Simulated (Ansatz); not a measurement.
Gas-phase electronic energies from Ansatz, PBE0-D4/def2-TZVP geometries. CCSD(T)/CBS adds triple-zeta CCSD(T) − MP2 to the extrapolated MP2 energy (def2 sets, frozen cores). This one scheme is used for every species. DFT in def2-TZVPP. def2 core potentials past Kr. For In outer-core shells are correlated without core-valence functions, which leaves a few kJ/mol of doubt a bond. One conformer a species, not always the lowest.

`[OH][In]([F])[SH]` + NH₃ → `[NH2][In]([OH])[SH]` + H–F  (ligand exchange at the In–F bond)

CCSD(T)/CBS gives +0.49 eV.

(1) Another level gave +0.64 eV. Which?
A. SCS-MP2/def2-TZVPP
B. r2SCAN/def2-TZVPP
C. PBE0-D4/def2-TZVPP
D. B2PLYP/def2-TZVPP

Largest T1 diagnostic among the species: 0.016.

Results:

(1) B. r2SCAN 0.64, SCS-MP2/def2-TZVPP 0.49, B2PLYP 0.59, PBE0-D4 0.54 eV.

From PBE to PBE0 (25 % exact exchange), in def2-TZVPP and without D4, ΔE moves by −0.05 eV. The D4 term adds −0.05 eV with B3LYP and −0.03 eV with PBE0; it sums over pairs of atoms, weighted by their polarisabilities, and B3LYP, whose exchange is more repulsive, gets the larger term. In def2-TZVPP, CCSD(T) changes the Hartree–Fock value by −0.20 eV (the triples alone add −0.02 eV) and MP2 by −0.24 eV.

B3LYP here is the variant with VWN-RPA as its local correlation; programs differ in this.
